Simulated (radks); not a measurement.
Question: These are the eigenvalues of the occupied orbitals of an atom or ion with whole-number occupations (hartree). Method: scalar-relativistic Kohn-Sham, PBE, spin-polarised, spherical densities, point nucleus; computed with a radial shooting solver on a logarithmic mesh with Libxc functionals.

| orbital | eigenvalue |
|---|---|
| 1s down | -1907.814 |
| 1s up | -1907.814 |
| 2s up | -317.8888 |
| 2s down | -317.8866 |
| 2p up | -282.6614 |
| 2p down | -282.6598 |
| 3s up | -72.13263 |
| 3s down | -72.02372 |
| 3p up | -61.27125 |
| 3p down | -61.16278 |
| 3d up | -47.11359 |
| 3d down | -47.03062 |
| 4s up | -15.96795 |
| 4s down | -15.72329 |
| 4p up | -12.38013 |
| 4p down | -12.13829 |
| 4d up | -7.45474 |
| 4d down | -7.21661 |
| 5s up | -3.46955 |
| 5s down | -3.35524 |
| 5p up | -2.54299 |
| 5p down | -2.45872 |
| 4f up | -2.07809 |

Which element is it, and in what charge state? The configuration may be excited. Open shells, if any, are filled with parallel spins first.

Answer: Z = 65, terbium, charge +4: Tb4+ in [Xe] 4f7. The list shows which subshells hold electrons but not how many an open one holds; the 1s level, -1907.8 hartree, gives Z - s = 61.8 by -(Z - s)^2/2, which with screening and relativity narrows Z to a few neighbours, and the depths of the outer levels then fix element, charge and occupations together.
